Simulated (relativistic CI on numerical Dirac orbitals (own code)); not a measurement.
**Hf3+: 5p photoemission**

Computed with this model: Dirac-Coulomb-Breit CI, orbitals from a KLI potential per configuration, a model potential for QED, valence Slater integrals scaled by 0.9, multiplet model of photoemission in the sudden approximation; configurations [Xe] 4f14 5d → [Kr] 4d10 4f14 5s2 5p5 5d; 80 K; Lorentzian 2.1 eV and Gaussian 0.6 eV FWHM. Energies are those of the free ion, without screening or charge transfer. The energies are binding energies and can lie tens of eV above those of solids. S is read from ⟨S²⟩ = S(S + 1).

Field parameters in Wybourne normalisation: D4h B²₀ = −7Ds, B⁴₀ = 21(Dq − Dt), B⁴₄ = 21√(5/14) Dq; Td as Oh with Dq negative (B⁴₀ = 21Dq, B⁴₄ = √(5/14) B⁴₀). The field is a parameter set, without covalency.

free ion: ground-state S = 0.50, centroid 69.13 eV. Peaks (eV, height): 66.0 (100), 70.6 (21), 73.8 (44), 79.8 (20).

Td, 10Dq = -13600 cm⁻¹: ground-state S = 0.50, centroid 69.21 eV. Peaks (eV, height): 66.0 (100), 74.2 (52), 80.8 (12).

D4h, 10Dq = 16250, Ds = -70, Dt = -180 cm⁻¹: ground-state S = 0.50, centroid 69.19 eV. Peaks (eV, height): 66.0 (100), 74.0 (47), 80.8 (12).

Strongest unbroadened transitions for Td, 10Dq = -13600 cm⁻¹:

```tsv
Energy (eV)	Relative strength
64.59	31.3
65.06	96.5
65.68	65.4
65.78	100.0
66.21	32.4
66.62	91.2
66.72	2.9
66.77	63.7
66.89	8.5
67.36	4.2
67.50	7.2
68.61	16.9
68.83	2.9
71.49	32.2
73.99	67.4
74.11	99.3
75.50	54.5
80.77	36.1
```
